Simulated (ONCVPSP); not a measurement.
## Scattering properties, ONCV potential for S (Z = 16)

* Element: sulfur (S)
* Generator: ONCVPSP 4.0.1
* Type: optimised norm-conserving Vanderbilt (ONCV)
* Functional: BLYP
* Relativity: scalar-relativistic
* Frozen core: [Ne]
* Valence charge: 6
* Reference configuration: 3s2 3p2 (charge +2)
* Partial waves: 3s: rc 1.30 bohr, ncon 4, nbas 7, qcut 4.3 1/bohr, 2 projectors, debl 3.3 Ha; 3p: rc 1.65 bohr, ncon 4, nbas 8, qcut 4.7 1/bohr, 2 projectors, debl 3.9 Ha; d scattering state at 0.28 Ha: rc 1.25 bohr, ncon 4, nbas 8, qcut 7 1/bohr, 1 projector
* Local potential: polynomial inside 0.85 bohr (lpopt 5, dvloc0 3 Ha)
* Core correction: none

The phase is arctan(r·R′/R) of the radial function R(r), unwrapped; energies in Ha, scanned from -3 to 5 Ha. A pole is an energy at which the radial function vanishes at the test radius. The pseudo phase is shifted by a multiple of π to meet the all-electron one at the reference energy, and phase errors are pseudo minus all-electron; the curves can meet again beyond the range given. Levels narrower than the energy grid can be missing from the lists of poles.

For each channel, where are the poles, and over which energies does the pseudopotential scatter like the atom?

```tsv
channel	radius (bohr)	reference energy (Ha)	poles, all-electron	poles, pseudo	unbroken range about the reference energy with phases within 0.05 rad	phase error 1 Ha above the reference energy (rad)
s	1.32	-1.44	3.14	3.10	below 4.5	-0.000
p	1.67	-1.02	0.88	0.87	the whole range	-0.000
d	1.27	0.28	3.30	3.44	the whole range	+0.002
```

Phases in the p channel:

| E (Ha) | all-electron | pseudo |
| --- | --- | --- |
| -2.98 | 1.027 | 1.025 |
| -2.54 | 0.867 | 0.864 |
| -2.10 | 0.554 | 0.552 |
| -1.66 | -0.058 | -0.059 |
| -1.22 | -0.746 | -0.746 |
| -0.78 | -1.130 | -1.130 |
| -0.34 | -1.326 | -1.326 |
| 0.10 | -1.442 | -1.442 |
| 0.54 | -1.522 | -1.522 |
| 0.98 | -1.585 | -1.585 |
| 1.42 | -1.641 | -1.642 |
| 1.86 | -1.699 | -1.700 |
| 2.30 | -1.767 | -1.767 |
| 2.74 | -1.858 | -1.858 |
| 3.18 | -2.005 | -2.005 |
| 3.62 | -2.301 | -2.305 |
| 4.06 | -2.985 | -3.010 |
| 4.50 | -3.808 | -3.844 |
| 4.94 | -4.198 | -4.225 |
